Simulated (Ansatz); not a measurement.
One change: `N=[C]([AlH2])[SiH3]` becomes `N=C[SiH3]`.

Ansatz, PBE0-D4/def2-TZVP geometries, multiplicity 1. Each molecule was computed in one conformer, which needn't be the lowest.

```tsv
property	`N=[C]([AlH2])[SiH3]`
LUMO energy (B3LYP/def2-TZVPP) / eV	-2.52
size of the dipole moment (B3LYP/def2-TZVPP) / D	1.53
HOMO–LUMO gap (ωB97M-V/def2-TZVPP) / eV	8.22
size of the dipole moment (PBE/def2-TZVPP) / D	1.39
HOMO–LUMO gap (PBE/def2-TZVPP) / eV	2.09
ideal-gas entropy at 298 K and 1 bar (rigid rotor, harmonic PBE0-D4/def2-TZVP) / J/(mol·K)	346
```

(1) Give the same properties after the change, and the shifts. (Estimate.)

Answers

(1) Computed: 
| property | `N=C[SiH3]` | shift |
| --- | --- | --- |
| LUMO energy (B3LYP/def2-TZVPP) / eV | -1.20 | 1.32 |
| size of the dipole moment (B3LYP/def2-TZVPP) / D | 1.76 | 0.23 |
| HOMO–LUMO gap (ωB97M-V/def2-TZVPP) / eV | 11.09 | 2.87 |
| size of the dipole moment (PBE/def2-TZVPP) / D | 1.70 | 0.31 |
| HOMO–LUMO gap (PBE/def2-TZVPP) / eV | 3.93 | 1.84 |
| ideal-gas entropy at 298 K and 1 bar (rigid rotor, harmonic PBE0-D4/def2-TZVP) / J/(mol·K) | 287 | -59 |

With PBE0 the HOMO falls by 0.93 eV and the LUMO rises by 1.35 eV, so the gap widens by about 2.28 eV. PBE moves the HOMO by -0.72 eV and ωB97M-V by -1.06 eV. The zero-point energy changes by -8.4 kJ/mol with -6 modes. Dipoles are sizes alone; their direction can turn.

B3LYP here is the variant with VWN-RPA as its local correlation; programs differ in this.
